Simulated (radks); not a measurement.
Task: Species: the iridium ion Ir4+. Configuration: [Kr] 4d10 4f14 5s1 5p6 5d6 (not the ground configuration). Calculated with a radial shooting solver on a logarithmic mesh with Libxc functionals: Dirac Kohn-Sham, PBE, spin-unpolarised, spherical densities, finite nucleus; open shells are shared between the two j in proportion to 2j + 1; Fermi nuclear charge, rms radius 5.4032 fm.

Spin-orbit splittings of the eigenvalues, e(l+1/2) - e(l-1/2), with zeta = 2 splitting/(2l+1) and mean radii in bohr:

shell  occ.  splitting (eV)  zeta (eV)  <r> j=l-1/2  <r> j=l+1/2
2p        6            1628       1085      0.06017      0.06848
3p        6           356.4      237.6       0.1801       0.1954
3d       10           77.02      30.81       0.1705       0.1751
4p        6           84.29      56.19       0.4266       0.4602
4d       10           15.66      6.264       0.4716       0.4828
4f       14           3.140     0.8971       0.5282       0.5356
5p        6           14.29      9.525        1.045        1.133
5d        6               ?          ?        1.435        1.472

Estimate the 5d splitting.

Result: 1.671 eV (zeta = 0.6684 eV).
